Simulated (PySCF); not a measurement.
**SMILES C=C[C@H]1CN(C)N=C1C, C₇H₁₂N₂**

Geometry:
```
atom   x (Å)   y (Å)   z (Å)
  C1   3.002   0.343   0.567
  C2   1.745   0.023   0.810
  C3   0.702  -0.165  -0.246
  C4  -0.193  -1.391   0.005
  N5  -1.449  -0.808   0.496
  C6  -2.668  -1.532   0.263
  N7  -1.482   0.522   0.229
  C8  -0.345   0.947  -0.147
  C9  -0.029   2.371  -0.406
 H10   3.373   0.466  -0.438
 H11   3.716   0.492   1.359
 H12   1.389  -0.090   1.826
 H13   1.173  -0.176  -1.233
 H14  -0.367  -1.961  -0.918
 H15   0.217  -2.065   0.761
 H16  -3.494  -0.921   0.622
 H17  -2.640  -2.467   0.822
 H18  -2.828  -1.759  -0.800
 H19   0.322   2.500  -1.430
 H20  -0.917   2.978  -0.252
 H21   0.762   2.709   0.264
```

Method: PySCF 2.14.0, GIAO B3LYP/pcSseg-1 magnetisability, rotational g tensor and spin-rotation constants, non-relativistic, gas phase. Geometry: GFN2-xTB.

(1) How diamagnetic is it, and how anisotropic?

(2) Split it along the inertial axes a, b, c into diamagnetic and paramagnetic parts about the centre of mass, with the quadrupole moment.

(3) And the rotational g tensor?

Answers

(1) Isotropic -1329 × 10⁻³⁰ J/T², or -80.0 × 10⁻⁶ cm³/mol; principal values -1412, -1327, -1249 × 10⁻³⁰ J/T², anisotropy 141 × 10⁻³⁰ J/T² (root of half the summed squared differences of the principal values). The susceptibility is in cgs units.

(2) 
| axis | χ (10⁻⁶ cm³/mol) | diamagnetic (10⁻⁶ cm³/mol) | paramagnetic (10⁻⁶ cm³/mol) | summed x² of all electrons (Å²) | quadrupole Θ (D Å) |
| --- | --- | --- | --- | --- | --- |
| a | -79.1 | -572.1 | 493.0 | 239.2 | +3.08 |
| b | -81.7 | -1134.1 | 1052.4 | 106.7 | -2.38 |
| c | -79.3 | -1467.5 | 1388.2 | 28.1 | -0.70 |

Anisotropies 2χaa − χbb − χcc = +2.7 and 2χbb − χaa − χcc = -4.9 × 10⁻⁶ cm³/mol. Θ is traceless in Buckingham's convention.

(3) 
| axis | rotational constant (GHz) | g | nuclear part | electronic part |
| --- | --- | --- | --- | --- |
| a | 2.8100 | -0.0273 | 0.6235 | -0.6508 |
| b | 1.2308 | -0.0087 | 0.5999 | -0.6086 |
| c | 0.9246 | -0.0080 | 0.5950 | -0.6030 |

Asymmetric top; isotopes 12C, 1H, 14N; no vibrational averaging.
